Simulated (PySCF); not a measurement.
# Polarisability and C₆ of Sb⁻ (antimony, charge -1)

[Kr] 4d10 5s2 5p4, high-spin 3P determinant. Calculation: PySCF 2.14, in aug-cc-pVDZ-PP with ECP28MDF; a scalar-relativistic core potential. Coupled (time-dependent) response in atomic units; α is the mean over directions. A double-zeta set is small for polarisabilities.

```json
{"method": "UHF", "mean α (bohr³)": "91.13", "α xx, yy, zz": "74.25, 124.9, 74.25", "C₆ (like pair)": "1393", "S(−4)": "3155"}
```

S(−4) is the Cauchy moment in α(ω) = α(0) + S(−4) ω² + …

Spin-orbit coupling is absent.

α(iu) at UHF:

```csv
u (hartree),α(iu) (bohr³)
0,91.13
0.0500,84.43
0.100,71.79
0.200,49.81
0.300,34.90
0.500,18.63
0.750,10.02
1.00,6.179
1.50,3.004
2.00,1.767
3.00,0.8202
5.00,0.3053
```

A single London oscillator, α(iu) = α/(1 + u²/ω²), gives C₆ = (3/4) ω α². Matching the computed C₆ needs ω = 4 × 1393 / (3 × 91.13²) = 0.224 hartree.

For an ion, C₆ is the dispersion term alone; charge-induced terms of lower order in 1/R come first.

The components differ because the open shell of this determinant is not spherical; for a pure term their mean is the scalar polarisability.

Energies and moments cover only the electrons outside the core potential.
